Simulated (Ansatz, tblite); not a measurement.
Forces on B7P7H20, a nanocrystal cut from zinc blende BP (hydrogen-capped) at its PBE-D4/def2-SVP geometry. Charge 0, multiplicity 1.

The xTB rows come from tblite. Single mean-field runs in def2-TZVP are fitted with def2-universal-jkfit.

GFN2-xTB (tblite), largest force 0.67 eV/Å:

```xyz
34
positions Å, forces eV/Å
B     1.518   -2.613   -0.064   -0.103   -0.281   -0.102
B    -2.662    1.172   -0.684   -0.365    0.161   -0.094
B    -0.009   -0.379   -1.860    0.119   -0.142   -0.409
B    -1.084   -1.077    1.127   -0.135   -0.307    0.298
B     1.859   -0.435    2.344   -0.046    0.084    0.302
B     0.330    1.790    0.538    0.200    0.370    0.157
B     2.938    0.268   -0.657    0.135    0.202   -0.202
P    -2.777   -0.270    0.637   -0.132    0.057   -0.033
P    -0.205   -1.783   -0.490    0.211    0.114    0.103
P     2.595   -1.142    0.666    0.032   -0.014    0.008
P    -1.744    0.401   -2.234   -0.131    0.058   -0.034
P    -1.419    2.485    0.070   -0.131    0.058   -0.034
P     1.162    0.991   -1.061    0.060   -0.192    0.166
P     0.123    0.315    1.829    0.175   -0.118   -0.154
H     1.985   -3.022   -1.122   -0.211    0.128    0.619
H     1.298   -3.467    0.787    0.194    0.389   -0.505
H    -3.748    1.650   -0.963    0.596   -0.262    0.153
H     0.479   -0.829   -2.884   -0.262    0.235    0.517
H    -1.262   -1.959    1.951    0.076    0.455   -0.422
H     1.630   -1.336    3.143    0.214    0.513   -0.368
H     2.534    0.496    2.768   -0.320   -0.566   -0.148
H     1.027    2.681    0.996   -0.368   -0.446   -0.236
H     3.374   -0.201   -1.702   -0.131    0.289    0.586
H     3.590    1.184   -0.170   -0.257   -0.527   -0.317
H    -3.729   -1.222    0.152    0.312    0.464    0.347
H    -3.500    0.237    1.764    0.186   -0.335   -0.535
H    -1.108   -2.751   -1.041    0.149    0.283    0.120
H     3.868   -1.702    0.993   -0.486    0.214   -0.125
H    -2.648   -0.520   -2.854    0.389    0.513    0.134
H    -1.696    1.408   -3.249   -0.132   -0.541    0.350
H    -1.355    3.588   -0.840   -0.108   -0.385    0.522
H    -2.080    3.121    1.169    0.289   -0.130   -0.576
H     1.256    2.046   -2.028   -0.105   -0.233    0.225
H    -0.541    0.877    2.970    0.088   -0.107   -0.312
```

PBE-D4/def2-TZVP (Ansatz), largest force 0.28 eV/Å:

```
B 0.002 -0.118 -0.027
B -0.124 0.055 -0.032
B 0.033 -0.040 -0.121
B -0.041 -0.089 0.087
B 0.023 0.013 0.119
B 0.056 0.110 0.045
B 0.088 0.055 -0.063
P -0.004 -0.012 0.011
P -0.014 0.038 0.004
P -0.019 0.007 -0.004
P 0.006 -0.006 -0.015
P 0.009 0.013 0.006
P -0.037 -0.009 0.013
P -0.019 0.002 -0.036
H -0.106 0.085 0.240
H 0.051 0.187 -0.197
H 0.252 -0.111 0.065
H -0.118 0.104 0.225
H 0.030 0.200 -0.185
H 0.054 0.207 -0.174
H -0.153 -0.212 -0.088
H -0.164 -0.194 -0.104
H -0.093 0.111 0.235
H -0.143 -0.206 -0.116
H 0.127 0.128 0.064
H 0.096 -0.067 -0.152
H 0.105 0.121 0.066
H -0.148 0.065 -0.038
H 0.121 0.124 0.084
H -0.008 -0.135 0.136
H -0.010 -0.148 0.122
H 0.088 -0.086 -0.147
H -0.017 -0.127 0.117
H 0.076 -0.066 -0.141
```

PBE0-D4/def2-TZVP (Ansatz), largest force 0.44 eV/Å:

```
B 0.010 -0.137 -0.028
B -0.114 0.050 -0.029
B 0.097 -0.070 -0.111
B 0.019 -0.122 0.108
B 0.033 0.011 0.135
B 0.122 0.088 0.063
B 0.107 0.059 -0.068
P -0.258 -0.028 0.062
P -0.160 -0.018 -0.062
P 0.138 -0.062 0.037
P -0.159 0.036 -0.211
P -0.128 0.234 0.008
P -0.095 0.114 -0.090
P -0.145 0.081 0.048
H -0.152 0.132 0.357
H 0.079 0.281 -0.287
H 0.383 -0.169 0.098
H -0.180 0.159 0.346
H 0.047 0.307 -0.284
H 0.083 0.302 -0.264
H -0.223 -0.315 -0.138
H -0.251 -0.298 -0.160
H -0.139 0.158 0.351
H -0.212 -0.309 -0.165
H 0.307 0.280 0.138
H 0.239 -0.149 -0.335
H 0.256 0.277 0.157
H -0.357 0.157 -0.092
H 0.284 0.265 0.202
H 0.004 -0.301 0.317
H -0.003 -0.346 0.268
H 0.211 -0.210 -0.322
H -0.028 -0.300 0.276
H 0.188 -0.159 -0.326
```
